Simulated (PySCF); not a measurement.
Frontier orbitals and the lowest excitations

Species: C5H8O2S.
Cartesian coordinates in Å at the GFN2-xTB level; atoms count from 1:
```xyz
16
C5H8O2S angstrom
C      2.7058   -0.0486   -0.0234
O      1.6773    0.6737    0.6268
C      0.4135    0.4220    0.2455
C     -0.6761    0.8867    0.8435
C     -1.9842    0.5712    0.1894
C     -1.7352   -0.5730   -0.7846
S      0.0473   -0.5359   -1.2875
O      0.5540   -1.8996   -1.0912
H      3.6340    0.2823    0.4387
H      2.5852   -1.1259    0.1107
H      2.7276    0.1751   -1.0948
H     -0.6473    1.4855    1.7385
H     -2.7396    0.3017    0.9312
H     -2.3495    1.4551   -0.3429
H     -1.8715   -1.5473   -0.3176
H     -2.3487   -0.5141   -1.6805
```

The calculation used TDDFT B3LYP/def2-SVPD, vertical, gas phase, core orbitals frozen in the response in PySCF 2.14.0, density-fitted response routines.

Frontier orbitals with the atoms that hold most of them (Löwdin shares over 4%, at most four atoms; ? is withheld):

| orbital | ε (eV) | atoms |
| --- | --- | --- |
| LUMO+2 | 0.31 | S7 32%, C1 12%, C6 8%, H11 7% |
| LUMO+1 | -0.01 | S7 35%, C6 13%, C5 8%, O8 6% |
| LUMO | ? | S7 24%, C4 23%, C3 21%, O8 6% |
| HOMO | -6.41 | ? |
| HOMO-1 | -6.84 | ? |
| HOMO-2 | -7.61 | O8 54%, S7 11%, C6 10%, O2 8% |
| HOMO-3 | -9.62 | O2 26%, C1 14%, O8 12%, C3 10% |

Q: Which atoms hold the HOMO, and with what shares?

A: O8 (bonded to S) 22%; S7 (bonded to 2 C and O) 21%; C4 (bonded to 2 C and H) 17%; O2 (bonded to 2 C) 12%. By element: oxygen 34%, sulfur 21%, carbon 17% or more.

Q: Give the leading atoms of the HOMO-1.

A: O8 (bonded to S) 34%; C3 (bonded to C, O and S) 14%; O2 (bonded to 2 C) 14%; C4 (bonded to 2 C and H) 13%. By element: oxygen 48%, carbon 28% or more.

Q: What is the LUMO energy, and the HOMO–LUMO gap?

A: ε(LUMO) = -0.62 eV; the gap is 5.80 eV (0.2130 hartree).

Q: How does S1 compare with the orbital gap of 5.80 eV?

A: S1 is at 4.83 eV (f = 0.019), 0.97 eV below the gap, made of HOMO→LUMO (74%), HOMO-1→LUMO (24%). 

Q: Give energy, strength and leading configuration of S1 and S2, and follow the Löwdin shares of the leading atoms from the occupied to the empty orbital.

A: 
- S1 (4.83 eV, f 0.019), HOMO→LUMO (74%): O8 22% → 6%, S7 21% → 24%, C4 17% → 23%
- S2 (5.41 eV, f 0.017), HOMO→LUMO+1 (82%): O8 22% → 6%, S7 21% → 35%, C6 at most 12% → 13%

On x86-64 server, one thread (shared host), this took 34 s wall.

One conformer stands for the species.
